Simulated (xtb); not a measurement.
CAuO, charge +1, singlet, from a rough starting geometry (GFN-xTB shapes and energies of metal compounds can be far from the true ones) (the multiplicity is a formal guess); GFN2-xTB in xtb.

Here is a job for xtb.
```
$ xtb mol.xyz --gfn 2 --chrg 1 --opt vtight --json

# file mol.xyz
3

Au    -1.03267240    -0.83744207    -0.89843963
O      0.85467627     0.70759413     0.75387754
C      0.13341398     0.10522813     0.17745531
```

Output, abridged:

```
   ID    Z sym.   atoms
    1   79 Au     1
    2    8 O      2
    3    6 C      3

           -------------------------------------------------
          |                Calculation Setup                |
           -------------------------------------------------

           -------------------------------------------------
          |                 G F N 2 - x T B                 |
           -------------------------------------------------

          ...................................................
          :                      SETUP                      :
          :.................................................:
          :  # basis functions                  18          :
          :  # atomic orbitals                  17          :
          :  # shells                            7          :
          :  # electrons                        20          :
          :  max. iterations                   250          :
          :  Hamiltonian                  GFN2-xTB          :
          :  restarted?                      false          :
          :  GBSA solvation                  false          :
          :  PC potential                    false          :
          :  electronic temp.          300.0000000     K    :
          :  accuracy                    1.0000000          :
          :  -> integral cutoff          0.2500000E+02      :
          :  -> integral neglect         0.1000000E-07      :
          :  -> SCF convergence          0.1000000E-05 Eh   :
          :  -> wf. convergence          0.1000000E-03 e    :
          :  Broyden damping             0.4000000          :
          :  net charge                          1          :
          :  unpaired electrons                  0          :
          ...................................................

 iter      E             dE          RMSdq      gap      omega  full diag
   1     -9.5756342 -0.957563E+01  0.860E+00    6.04       0.0  T
   2     -9.6334339 -0.577997E-01  0.650E+00    3.55       1.0  T
   3     -9.6347092 -0.127528E-02  0.351E+00    4.14       1.0  T
   4     -9.6322284  0.248077E-02  0.137E+00    3.58       1.0  T
   5     -9.6370768 -0.484843E-02  0.287E-01    3.78       1.0  T
   6     -9.6370847 -0.788050E-05  0.963E-02    3.88       1.0  T
   7     -9.6371195 -0.348206E-04  0.675E-03    3.83       8.5  T
   8     -9.6371196 -0.462854E-07  0.266E-03    3.83      21.7  T
   9     -9.6371196 -0.169888E-08  0.858E-05    3.83     673.2  T
  10     -9.6371196 -0.614619E-12  0.487E-05    3.83    1184.6  T

   *** convergence criteria satisfied after 10 iterations ***

         :::::::::::::::::::::::::::::::::::::::::::::::::::::
         ::                     SUMMARY                     ::
         :::::::::::::::::::::::::::::::::::::::::::::::::::::
         :: total energy              -9.536603924834 Eh    ::
         :: gradient norm              0.016569963222 Eh/a0 ::
         :: HOMO-LUMO gap              3.830872832450 eV    ::
         ::.................................................::
         :: SCC energy                -9.637119584446 Eh    ::
         :: -> isotropic ES            0.171968581338 Eh    ::
         :: -> anisotropic ES         -0.006375985344 Eh    ::
         :: -> anisotropic XC          0.003666091178 Eh    ::
         :: -> dispersion             -0.001077811550 Eh    ::
         :: repulsion energy           0.100515659612 Eh    ::
         :: add. restraining           0.000000000000 Eh    ::
         :: total charge               1.000000000000 e     ::
         :::::::::::::::::::::::::::::::::::::::::::::::::::::

      -----------------------------------------------------------
     |                   =====================                   |
     |                        A N C O P T                        |
     |                   =====================                   |
     |               Approximate Normal Coordinate               |
     |                Rational Function Optimizer                |
      -----------------------------------------------------------
      -----------------------------------------------------------
     |                   =====================                   |
     |                        A N C O P T                        |
     |                   =====================                   |
     |               Approximate Normal Coordinate               |
     |                Rational Function Optimizer                |
      -----------------------------------------------------------

          ...................................................
          :                      SETUP                      :
          :.................................................:
          :   optimization level         verytight          :
          :   max. optcycles                   200          :
          :   ANC micro-cycles                  20          :
          :   degrees of freedom                 3          :
          :.................................................:
          :   RF solver                   davidson          :
          :   write xtbopt.log                true          :
          :   linear?                        false          :
          :   energy convergence         0.1000000E-06 Eh   :
          :   grad. convergence          0.2000000E-03 Eh/α :
          :   maxmium RF displ.          1.0000000          :
          :   Hlow (freq-cutoff)         0.1000000E-01      :
          :   Hmax (freq-cutoff)         5.0000000          :
          :   S6 in model hess.         20.0000000          :
          ...................................................

generating ANC from exact Hessian ...
Using Lindh-Hessian (1995)
 Shifting diagonal of input Hessian by    0.0000000000000000
 Lowest  eigenvalues of input Hessian
    0.000000    0.000000    0.000000    0.000000    0.000000    0.000000
    0.293594    0.472821    2.591946
 Highest eigenvalues
[...]
 * total energy  :    -9.5366039 Eh     change       -0.9414691E-12 Eh
 * total energy  :    -9.5367725 Eh     change       -0.1686147E-03 Eh
 * total energy  :    -9.5368361 Eh     change       -0.6355770E-04 Eh
 * total energy  :    -9.5368770 Eh     change       -0.4092169E-04 Eh
 * total energy  :    -9.5368884 Eh     change       -0.1141508E-04 Eh
 * total energy  :    -9.5368973 Eh     change       -0.8856381E-05 Eh
 * total energy  :    -9.5368983 Eh     change       -0.9876395E-06 Eh
 * total energy  :    -9.5368983 Eh     change       -0.6495902E-08 Eh
   *** GEOMETRY OPTIMIZATION CONVERGED AFTER 8 ITERATIONS ***
[...]
          :  # electrons                        20          :
          :  max. iterations                   250          :
          :  Hamiltonian                  GFN2-xTB          :
          :  restarted?                      false          :
          :  GBSA solvation                  false          :
          :  PC potential                    false          :
          :  electronic temp.          300.0000000     K    :
          :  accuracy                    1.0000000          :
          :  -> integral cutoff          0.2500000E+02      :
          :  -> integral neglect         0.1000000E-07      :
          :  -> SCF convergence          0.1000000E-05 Eh   :
          :  -> wf. convergence          0.1000000E-03 e    :
          :  Broyden damping             0.4000000          :
          :  net charge                          1          :
          :  unpaired electrons                  0          :
          ...................................................

 iter      E             dE          RMSdq      gap      omega  full diag
   1     -9.6327583 -0.963276E+01  0.137E-04    3.76       0.0  T
   2     -9.6327583 -0.201332E-10  0.911E-05    3.76     633.7  T
   3     -9.6327583 -0.295142E-10  0.184E-05    3.76    3131.0  T

   *** convergence criteria satisfied after 3 iterations ***

         :::::::::::::::::::::::::::::::::::::::::::::::::::::
         ::                     SUMMARY                     ::
         :::::::::::::::::::::::::::::::::::::::::::::::::::::
         :: total energy              -9.536898284573 Eh    ::
         :: gradient norm              0.000090536736 Eh/a0 ::
         :: HOMO-LUMO gap              3.757207634125 eV    ::
         ::.................................................::
         :: SCC energy                -9.632758345669 Eh    ::
         :: -> isotropic ES            0.171566711038 Eh    ::
         :: -> anisotropic ES         -0.006568475359 Eh    ::
         :: -> anisotropic XC          0.003777211416 Eh    ::
         :: -> dispersion             -0.001076401508 Eh    ::
         :: repulsion energy           0.095860061095 Eh    ::
         :: add. restraining           0.000000000000 Eh    ::
         :: total charge               1.000000000000 e     ::
         :::::::::::::::::::::::::::::::::::::::::::::::::::::

           -------------------------------------------------
          |                Property Printout                |
           -------------------------------------------------

    * Orbital Energies and Occupations

         #    Occupation            Energy/Eh            Energy/eV
      -------------------------------------------------------------
         1        2.0000           -1.0722062             -29.1762
         2        2.0000           -0.9264639             -25.2104
         3        2.0000           -0.8999305             -24.4884
         4        2.0000           -0.8999305             -24.4884
         5        2.0000           -0.8130496             -22.1242
         6        2.0000           -0.7167395             -19.5035
         7        2.0000           -0.7167395             -19.5035
         8        2.0000           -0.7123507             -19.3840
         9        2.0000           -0.7123507             -19.3840
        10        2.0000           -0.6903143             -18.7844 (HOMO)
        11                         -0.5522395             -15.0272 (LUMO)
        12                         -0.5522395             -15.0272
        13                         -0.4993669             -13.5885
        14                         -0.2041278              -5.5546
        15                         -0.2041278              -5.5546
        16                          0.2455244               6.6811
        17                          0.7185397              19.5525
      -------------------------------------------------------------
                  HL-Gap            0.1380748 Eh            3.7572 eV
             Fermi-level           -0.6212769 Eh          -16.9058 eV

     #   Z          covCN         q      C6AA      α(0)
     1  79 Au       0.978     0.598   248.239    30.188
     2   8 O        0.858     0.178    12.937     4.822
     3   6 C        1.832     0.225    25.903     8.223

 Mol. C6AA /au·bohr⁶  :        591.883754
 Mol. C8AA /au·bohr⁸  :      39461.160829
 Mol. α(0) /au        :         43.233009

Wiberg/Mayer (AO) data.
largest (>0.10) Wiberg bond orders for each atom

 ---------------------------------------------------------------------------
     #   Z sym  total        # sym  WBO       # sym  WBO       # sym  WBO
 ---------------------------------------------------------------------------
     1  79 Au   1.224 --     3 C    1.067     2 O    0.156
     2   8 O    2.782 --     3 C    2.625     1 Au   0.156
     3   6 C    3.692 --     2 O    2.625     1 Au   1.067
 ---------------------------------------------------------------------------

Topologies differ in total number of bonds
Writing topology from bond orders to xtbtopo.mol

molecular dipole:
                 x           y           z       tot (Debye)
 q only:       -0.833      -0.673      -0.688
   full:       -1.197      -0.972      -1.009       4.683
molecular quadrupole (traceless):
                xx          xy          yy          xz          yz          zz
 q only:        0.821       3.443      -0.595       3.661       2.985      -0.226
  q+dip:        1.297       5.463      -0.946       5.815       4.743      -0.351
   full:        1.238       5.202      -0.899       5.533       4.513      -0.339

optimized geometry written to: xtbopt.xyz

           -------------------------------------------------
          | TOTAL ENERGY               -9.536898284573 Eh   |
          | GRADIENT NORM               0.000090536736 Eh/α |
          | HOMO-LUMO GAP               3.757207634125 eV   |
           -------------------------------------------------

normal termination of xtb
```
